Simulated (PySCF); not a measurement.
C₂H₅FOSi.
SMILES with atom numbers: `[CH3:1][C:2](=[O:3])[SiH2:4][F:5]` (hydrogens: H6, H7, H8 on C1; H9, H10 on Si4)

The same species was optimised twice, with GFN2-xTB and with PBE0-D3(BJ)/def2-SVP (PySCF), and the same property calculations (PySCF, gas phase) were run on both structures.

| coordinate | GFN2-xTB | PBE0-D3(BJ)/def2-SVP | change |
| --- | --- | --- | --- |
| Si4–H9 (Å) | 1.452 | 1.488 | +0.036 |
| Si4–H10 (Å) | 1.452 | 1.487 | +0.035 |
| Si4–F5 (Å) | 1.615 | 1.630 | +0.015 |
| C1–H6 (Å) | 1.089 | 1.103 | +0.014 |
| C1–H8 (Å) | 1.089 | 1.103 | +0.014 |
| C1–H7 (Å) | 1.088 | 1.099 | +0.011 |
| C1–C2 (Å) | 1.505 | 1.500 | -0.005 |
| C2–Si4 (Å) | 1.925 | 1.923 | -0.002 |
| C2=O3 (Å) | 1.211 | 1.212 | +0.001 |
| O3–C2–Si4 (°) | 120.4 | 114.6 | -5.8 |
| C1–C2–Si4 (°) | 117.4 | 121.9 | +4.5 |
| C2–Si4–F5 (°) | 105.6 | 110.1 | +4.5 |
| H9–Si4–H10 (°) | 116.0 | 111.5 | -4.5 |
| F5–Si4–H9 (°) | 106.0 | 108.8 | +2.8 |
| F5–Si4–H10 (°) | 106.0 | 108.8 | +2.8 |
| C2–Si4–H9 (°) | 111.2 | 108.8 | -2.4 |
| C2–Si4–H10 (°) | 111.3 | 108.9 | -2.4 |
| C1–C2–Si4–F5 (°) | 0 | -2 | -2 |

Rotational constants: A = 6711, B = 2834, C = 2068 MHz (GFN2-xTB) against A = 6681, B = 2728, C = 2008 MHz (PBE0-D3(BJ)/def2-SVP). Atoms that the bonding makes alike are paired by their places after alignment.

On the GFN2-xTB structure: lowest singlet, TDDFT (eV) 3.55 [CAM-B3LYP/def2-SVPD]; lowest triplet, Tamm–Dancoff (eV) 2.89 [CAM-B3LYP/def2-SVPD]; isotropic polarisability (au) 52.8 [CAM-B3LYP/def2-SVPD]; HOMO (eV) -8.63 [CAM-B3LYP/def2-SVPD]; LUMO (eV) -0.30 [CAM-B3LYP/def2-SVPD]; dipole (D) 1.23 [CAM-B3LYP/def2-SVPD].

Q: What do these properties become on the PBE0-D3(BJ)/def2-SVP structure?

A: 
```
                                    property                level  on GFN2-xTB  on PBE0-D3(BJ)/def2-SVP  change
                  lowest singlet, TDDFT (eV)  CAM-B3LYP/def2-SVPD         3.55                     3.59   +0.04
           lowest triplet, Tamm–Dancoff (eV)  CAM-B3LYP/def2-SVPD         2.89                     2.93   +0.04
               isotropic polarisability (au)  CAM-B3LYP/def2-SVPD         52.8                     53.9    +1.1
                                   HOMO (eV)  CAM-B3LYP/def2-SVPD        -8.63                    -8.73   -0.10
                                   LUMO (eV)  CAM-B3LYP/def2-SVPD        -0.30                    -0.37   -0.07
                                  dipole (D)  CAM-B3LYP/def2-SVPD         1.23                     1.33   +0.10
energy, GFN2-xTB geometry as zero (kcal/mol)  CAM-B3LYP/def2-SVPD          0.0                     -1.7    -1.7
```

The heavy atoms differ by 0.084 Å rms after alignment. Among all bonds Si4–H9 and Si4–H10 change most and about equally (+0.035 to +0.036 Å). Changes are differences of the printed values. Neither structure is proved a minimum here.

Conformer computed: `[CH3:1][C:2](=[O:3])[SiH2:4][F:5]`: C1–C2–Si4–F5 -2°.
